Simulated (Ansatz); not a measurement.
Harmonic frequencies (cm⁻¹) at PBE0-D4/def2-TZVP from Ansatz: 109, 186, 248, 264, 338, 416, 498, 515, 572, 870, 947, 1059, 1100, 1149, 1294, 1410, 1460, 1483, 1706, 1928, 3030, 3095, 3098, 3146.

**Question.** Which molecule is it?
A. `CB[SiH2]S`
B. `NB1C[SiH2]1`
C. `[SiH3]/N=C\S`
D. `C/C=[C](/F)[ZnH]`

**Answer.** D.
